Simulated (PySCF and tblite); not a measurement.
Results of a calculation; reference values are marked as such.
**C₈H₁₀O₂S, numbered as in [CH3:1][CH2:2][S:3](=[O:4])(=[O:5])[c:6]1[cH:7][cH:8][cH:9][cH:10][cH:11]1: conformational analysis**

Geometries GFN2-xTB; weights from B3LYP-D3(BJ)/def2-SVP (IEF-PCM, water) energies and GFN2-xTB thermal corrections, with symmetry numbers and mirror pairs. Conformers within 3 kcal/mol (GFN2-xTB free energy) were kept, 8 at most. GIAO shieldings: WP04/pcSseg-1 (IEF-PCM, water). Shifts are against TMS (¹H), TMS (¹³C) at the same level. Programs: PySCF with density fitting and tblite.

Torsions listed: C1–C2–S3–O4, O4–S3–C6–C7. Of a mirror pair one member is shown.

```
conformer       shape   symmetry  E(GFN2) kcal/mol  E(DFT) kcal/mol  G(298.15 K) kcal/mol  weight %  dipole D
        1  -65°, -26°         Cs              0.66             0.00                  0.00      53.9      6.26
        2   53°, 167°  C1 (pair)              0.00             0.24                  0.09      46.1      6.47
```

Weights (%) against temperature:

```json
{"T (K)": "250", "1": "56.8", "2": "43.2", "S(mix) cal/mol/K": "1.96"}
{"T (K)": "273.15", "1": "55.3", "2": "44.7", "S(mix) cal/mol/K": "1.98"}
{"T (K)": "298.15", "1": "53.9", "2": "46.1", "S(mix) cal/mol/K": "2.01"}
{"T (K)": "323.15", "1": "52.7", "2": "47.3", "S(mix) cal/mol/K": "2.03"}
{"T (K)": "373.15", "1": "50.8", "2": "49.2", "S(mix) cal/mol/K": "2.06"}
```

Averaged shifts at 298.15 K. ¹H: 7.89 (H9, 1H), 7.87 (H7/H11, 2H), 7.80 (H8/H10, 2H), 3.13 (H2, 2H), 1.41 (H1, 3H) ppm. ¹³C: 150.0 (C6), 141.1 (C9), 135.6 (C8/C10), 133.9 (C7/C11), 65.1 (C2), 11.5 (C1) ppm.

Coordinates of conformer 1 (Å):

```xyz
21

C    -3.458    0.175   -0.029
C    -2.000    0.464   -0.306
S    -1.008   -0.796    0.573
O    -1.210   -0.623    1.987
O    -1.302   -2.083    0.001
C     0.687   -0.352    0.168
C     1.361    0.543    0.975
C     2.652    0.915    0.639
C     3.247    0.391   -0.498
C     2.562   -0.510   -1.299
C     1.270   -0.884   -0.965
H    -3.636    0.214    1.044
H    -4.106    0.894   -0.525
H    -3.700   -0.825   -0.380
H    -1.749    0.375   -1.359
H    -1.685    1.429    0.082
H     0.871    0.916    1.861
H     3.195    1.609    1.263
H     4.254    0.680   -0.758
H     3.034   -0.921   -2.178
H     0.712   -1.594   -1.554
```

Shifts are unscaled: against experiment ¹³C can be off by 15 ppm or more and ¹H by 0.8 ppm.

Search and properties took 3.1 min on 1 thread of Arm Neoverse V2 (shared host) (rough), launched as `OMP_NUM_THREADS=1 python ens_run.py task.json out`.


Conformer gaps in def2-SVP on xTB geometries can be 2 kcal/mol too large for S=O, P=O and other polar bonds.